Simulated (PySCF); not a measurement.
How the method changes the constants of GeF⁻

State: ³Σ⁻ (triplet), unpaired electrons π ↑↑. Set-up: basis Ge aug-cc-pVDZ-PP with ECP10, F aug-cc-pVDZ; scalar-relativistic core potentials; PySCF 2.14. De refers to Ge + F⁻ in their high-spin ground configurations, without counterpoise correction. The functionals are run spin-unrestricted. A positive dipole points towards F; it is taken about the centre of mass and depends on that origin. Levels whose curve was spin-contaminated or gave no clean fit are not listed.

```
      Level  Re (Å)  ωe (cm⁻¹)  De (eV)  μ (D)
        UHF   1.855        513      n/a  -0.64
    UHF-MP2   1.889        487     2.75    n/a
UHF-SCS-MP2   1.893        481     2.67    n/a
        LDA   1.862        514     3.41  -0.41
        PBE   1.903        473     2.96  -0.60
       TPSS   1.893        484     3.00  -0.52
     r²SCAN   1.873        500     3.11  -0.45
       PBE0   1.877        497     2.97  -0.60
        M06   1.890        476     2.84  -0.94
```

The bond length runs from 1.855 Å (UHF) to 1.903 Å (PBE). De spans 2.67 eV (UHF-SCS-MP2, perturbation theory) to 3.41 eV (LDA, local density).

Correlated steps freeze 5 core orbitals. Correlated levels converge slowly with the basis: in double zeta they bind strong bonds too weakly, by up to about 1 eV, and carry superposition errors of some tenths. Spin–orbit coupling is left out. For an ion De counts to the pair picked by the measured ionisation energies or electron affinities, which need not be the lowest pair at this level. The highest Kohn–Sham level is positive in this anion. Much of that is self-interaction error, but it also means that the finite basis helps to hold the extra electron. The state is the lowest determinant that a PBE0 search found; another state may lie lower at other levels.
